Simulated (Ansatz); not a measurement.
Two structures of GaH2Cl, closed shell, reached by relaxing down either side of one saddle point (PBE0-D4/def2-TZVP). Energies are electronic, without zero-point energy. Program: Ansatz 0.2.0. Basis: def2-TZVPP and def2-QZVPP. Cores are frozen in the correlated methods. Filled d shells of the heavier atoms are correlated. The def2 sets are not built for correlating such inner shells, so the correlated values are less sure here. Extrapolation: Hartree–Fock as exp(−7.88 √X), correlation as X^−2.97. First:

| atom | x (Å) | y (Å) | z (Å) |
| --- | --- | --- | --- |
| Ga1 | -0.1581 | 0.1062 | -0.0793 |
| Cl2 | 1.4868 | -0.9997 | 0.7503 |
| H3 | -0.0394 | 0.4271 | -1.5972 |
| H4 | -1.2893 | 0.4664 | 0.9264 |

Second:

Ga1  (-1.411, 0.821, -0.209)
Cl2  (1.160, -0.631, 0.000)
H3  (1.601, -0.566, -1.202)
H4  (-1.350, 0.376, 1.411)
(Å)

Task: Which bonds change from the first to the second?

Result: GaH₂Cl ([Cl][GaH2]) → GaH + HCl; bonds formed: Cl2–H3; bonds broken: Ga1–Cl2, Ga1–H3.

Task: Give the saddle point's structure and its height above each. (An estimate is asked for; the value comes from the calculation.)

Result: The calculation gives: 57.23 kcal/mol above the first and 13.24 kcal/mol above the second (CCSD(T) at an estimated basis limit (MP2 extrapolated from triple and quadruple zeta, plus CCSD(T) − MP2 in triple zeta)).
Ga1  (-0.718, 0.450, -0.233)
Cl2  (1.508, -0.846, 0.101)
H3  (0.637, -0.078, -1.056)
H4  (-1.427, 0.475, 1.188)
(Å)

T1 diagnostic: at most 0.016. The restricted Hartree–Fock reference is unstable towards an unrestricted one at one or more of these structures.

Labels in which every atom is bracketed show which atoms are joined, not bond orders.

For scale, one of the runs: CCSD(T)/def2-TZVPP, 118 basis functions, launched by `ansatz run in.yaml --threads 2 --pin off --events-out ev --progress --plain --max-ram 4352MiB`. The run took about 7 s on 2 CPU threads of an Arm Neoverse V1 (shared host).
